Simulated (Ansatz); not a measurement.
Abstraction of F: C2H5FSn + C3H4B → C2H5Sn + C3H4BF

Gas-phase species: C2H5FSn `C=[CH][SnH2][F]`, singlet; C3H4B `C#C[B]C`, doublet; C2H5Sn `C=[CH][SnH2]`, doublet; C3H4BF `C#CB(C)F`, singlet. A radical takes F: the energy is the difference in strength between the Sn–F bond broken and the B–F bond made.

Shapes, held fixed at every level: PBE0-D4/def2-TZVP. Flexible molecules stand in one conformer, not always the lowest. Programs: Ansatz 0.2.0. The zero-point and thermal change to 298 K, harmonic and unscaled (PBE0-D4/def2-TZVP), is +5.2 kJ/mol.

```tsv
level	kind	ΔH(298 K) (kJ/mol)	CPU time (sum over the molecules)
HF/def2-TZVPP	Hartree–Fock	-185.2	–
PBE-D4/def2-TZVPP	GGA	-176.1	23 s
B3LYP-D4/def2-TZVPP	global hybrid	-182.8	29 s
PBE0-D4/def2-TZVPP	global hybrid	-184.0	22 s
wB97M-V/def2-TZVPP	range-separated hybrid	-196.6	2 min
wB97X-V/def2-TZVPP	range-separated hybrid	-183.8	91 s
B2PLYP/def2-TZVPP	double hybrid	-188.4	61 s
```

B2PLYP/def2-TZVPP gives ΔH(298 K) = -188.4 kJ/mol; the levels span -196.6 to -176.1. The median of the levels is -184.0. No measured value is set beside it here. Spin contamination: C3H4B (⟨S²⟩ up to 0.91), C2H5Sn (⟨S²⟩ up to 0.83). Open shells run unrestricted. For atoms past krypton def2 sets carry core potentials with scalar relativity. Outer-core shells of Sn are correlated, in sets that cover them unevenly. Times are processor times on shared x86 and Arm servers, and rough.
